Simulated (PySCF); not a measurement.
Vertical excitations of a molecule C5H6O2 from PySCF with TDDFT-PBE/def2-SVPD, as energy in eV (oscillator strength): 2.89 (0.000), 4.18 (0.008), 5.19 (0.050), 5.28 (0.006), 5.56 (0.004), 5.90 (0.214), 6.29 (0.034), 6.39 (0.019), 6.59 (0.011), 6.71 (0.025). Lowest triplet (TDA): 2.51 eV. Geometry: B3LYP-D3(BJ)/def2-SVP. One conformer was computed; it need not be the lowest.

Problem. Identify the compound among the candidates.
A. C=C1COC=CO1
B. C=COC1=CCO1
C. O=C1C=CCOC1
D. O=C1CC=CCO1

Solution. C, O=C1C=CCOC1
